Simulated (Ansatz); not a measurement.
The same path of a periodic cell of 17 atoms, TiSi₁₆ (host Si, host structure diamond, interstitial Ti) was run twice with different band settings. Lost on the way: Si5–Ti17, Si6–Ti17, Si7–Ti17, Si13–Ti17. Made: Si8–Ti17, Si14–Ti17, Si15–Ti17, Si16–Ti17.

Theory: DFT PBE, scalar-relativistic, plane waves, PAW (Ansatz). Settings: PAW set soft_1, cutoff 420 eV, k mesh 2x2x2, gaussian smearing 0.02 eV, no spin polarisation.

Relaxed end points:

```xyz
17
Lattice="0.0000 5.4300 5.4300 5.4300 0.0000 5.4300 5.4300 5.4300 0.0000" Properties=species:S:1:pos:R:3
Si 0.002 0.007 -0.035
Si 1.289 1.304 1.321
Si 2.714 2.721 -0.015
Si 4.131 4.145 1.315
Si 2.695 -0.034 2.716
Si 4.110 1.322 4.100
Si 5.466 2.739 2.713
Si 6.766 4.095 4.105
Si -0.049 2.697 2.721
Si 1.313 4.117 4.097
Si 2.735 5.479 2.718
Si 4.089 6.771 4.114
Si 2.712 2.720 5.455
Si 4.077 4.084 6.783
Si 5.429 5.431 5.458
Si 6.778 6.784 6.781
Ti 2.712 2.722 2.698
```

```xyz
17
Lattice="0.0000 5.4300 5.4300 5.4300 0.0000 5.4300 5.4300 5.4300 0.0000" Properties=species:S:1:pos:R:3
Si -0.009 0.007 -0.005
Si 1.355 1.335 1.360
Si 2.753 2.690 -0.038
Si 4.110 4.074 1.379
Si 2.720 0.007 2.725
Si 4.073 1.331 4.073
Si 5.409 2.683 2.736
Si 6.767 4.074 4.035
Si -0.044 2.692 2.759
Si 1.379 4.068 4.122
Si 2.773 5.469 2.786
Si 4.071 6.824 4.074
Si 2.732 2.673 5.413
Si 4.024 4.068 6.767
Si 5.360 5.469 5.372
Si 6.785 6.802 6.791
Ti 1.354 4.091 1.361
```

Common settings: climbing image yes; optimiser quadratic models (default); end points relaxed.

| run | movable images | spring | start path | force threshold | iteration limit |
| --- | --- | --- | --- | --- | --- |
| 1 | 5 | 2.0 to 10.0 eV/Å², energy-weighted | straight line | 0.05 eV/Å | 41 |
| 2 | 3 | 5.0 eV/Å² | default | 0.4 eV/Å | 50 |

Problem. What does each run give, and how far can it be trusted?

Solution. Run 1: converged after 6 iterations, highest image 1.711 eV above the first end. By the program's own check the climbing image is of a kind that is not told: the force calls were inconclusive, a negative curvature could not be distinguished from the path's own, the only one lies far off the path, or fixed occupations may fill a level only in part (lowest curvatures found: -3.71 and -0.01 eV/Å²).
Run 2: converged after 4 iterations, highest image 1.728 eV above the first end. The threshold of 0.4 eV/Å is loose, so the images may lie well off the minimum-energy path. The order of the stationary point at the top wasn't checked.
Limits of this set-up: coarse k mesh.
